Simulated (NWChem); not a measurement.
# MgHSeI; SMILES [SeH][Mg][I]

```xyz
4

Mg    -0.0764     0.6011     0.0002
I     -0.2757    -1.9617    -0.0004
Se     0.1458     3.0260     0.0009
H     -1.3387     3.1235    -0.0076
```
Atoms are numbered in this order, from 1.

Level: PBE-D3(BJ)/def2-SVP with def2 effective core potentials on I (NWChem), optimised geometry, unscaled harmonic frequencies. This build's default masses of Se (78.918 u) and Br (79.917 u) are each other's, which moves their modes by up to 0.6 %. def2 effective core potentials on I; no spin-orbit coupling.

Q: List the harmonic frequencies with IR intensities, and the thermochemistry.

A: 
```json
[
 {"frequency (cm⁻¹)": "88", "IR intensity (km/mol)": "18.6"},
 {"frequency (cm⁻¹)": "96", "IR intensity (km/mol)": "16.6"},
 {"frequency (cm⁻¹)": "152", "IR intensity (km/mol)": "0.6"},
 {"frequency (cm⁻¹)": "455", "IR intensity (km/mol)": "86.6"},
 {"frequency (cm⁻¹)": "488", "IR intensity (km/mol)": "3.0"},
 {"frequency (cm⁻¹)": "2341", "IR intensity (km/mol)": "11.6"}
]
```

| Property | Value |
|---|---|
| zero-point energy | 5.2 kcal/mol |
| thermal correction to the enthalpy at 298.15 K (with zero-point energy) | 9.2 kcal/mol |
| heat capacity Cv | 14.4 cal/(mol K) |
| entropy at 298.15 K and 1 atm (symmetry number 1) | 80.1 cal/(mol K) |

Rigid rotor and harmonic oscillator; modes under 100 cm⁻¹ make the entropy uncertain.
